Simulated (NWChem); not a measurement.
# HTeOF; SMILES [Te](F)O

```xyz
4

Te     0.3341     0.0097    -0.0042
F     -0.8734    -1.5099    -0.0082
O     -1.0230     1.4353    -0.0679
H     -1.3296     1.6012     0.8340
```
Atoms are numbered in this order, from 1.

Results from NWChem. Geometry: optimised at PBE0/def2-SVP. No frequency run checked for a minimum. def2 effective core potentials on Te; no spin-orbit coupling. Ions are spin-unrestricted doublets at the neutral geometry; other ion states weren't tried.

**Question.** Estimate the computed values for PBE/def2-SVP. Quantities: vertical ionisation energy, ΔSCF (eV); −ε(HOMO) (eV).

**Answer.** 
```
Quantity                               Result
-------------------------------------  ------
vertical ionisation energy, ΔSCF (eV)    8.57
−ε(HOMO) (eV)                            5.03
```
